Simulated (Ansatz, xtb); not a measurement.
A geometry optimisation of CH6FSiSn+ with r2SCAN-D4/def2-SVP

The starting geometry of this gas-phase singlet was built from a drawn formula by distance geometry and a force field; its bonds are those of `[F][SnH2][CH2][SiH2+]`.

```yaml
atoms:
  - { symbol: C, position_ang: [-0.5311, 0.4068, -0.1574] }
  - { symbol: F, position_ang: [1.6735, 2.6209, -1.3067] }
  - { symbol: Si, position_ang: [0.5819, -1.0139, -0.5701] }
  - { symbol: Sn, position_ang: [0.5623, 2.1649, 0.2454] }
  - { symbol: H, position_ang: [1.6225, 1.8866, 1.6120] }
  - { symbol: H, position_ang: [-0.5068, 3.5441, 0.6081] }
  - { symbol: H, position_ang: [-1.1925, 0.5677, -1.0611] }
  - { symbol: H, position_ang: [-1.1773, 0.1547, 0.7302] }
  - { symbol: H, position_ang: [1.5692, -0.9025, -1.6759] }
  - { symbol: H, position_ang: [0.5887, -2.2101, 0.2639] }
```

Question: Predict what it relaxes into with r2SCAN-D4/def2-SVP.

Answer: A new bond forms, giving a structure with F2 bridging Si3 and Sn4, given below by its coordinates. Distances that change by over a tenth: F2–Sn4 (1.96 → 2.25 Å). Contacts that close: F2–Si3 (3.87 → 1.74 Å).

The energy falls by 2.40 eV over 19 steps:

```csv
step,E − E(last) (eV)
1,2.404
3,1.913
5,1.850
7,1.778
9,1.443
11,0.648
13,0.082
15,0.014
17,0.001
19,0.000
```

Final geometry (Å):

```xyz
10

C    -0.6787    0.3502   -0.0326
F     1.8579    0.9654   -0.4616
Si    0.8421   -0.3983   -0.8470
Sn    0.2862    2.1659    0.6086
H     0.9632    2.2513    2.1602
H     0.2190    3.5440   -0.3760
H    -1.5080    0.5664   -0.7254
H    -1.0641   -0.2200    0.8279
H     0.8214   -0.4614   -2.3214
H     1.4514   -1.5443   -0.1443
```

From the same start GFN2-xTB ends elsewhere, at `F[SiH2][CH2][SnH2+]`.

The end wasn't checked by frequencies. Atoms past krypton carry core potentials, without spin–orbit terms. Run with Ansatz 0.2.0, 25 s on 2 threads of Intel(R) Xeon(R) 6975P-C (Granite Rapids), on a shared host.
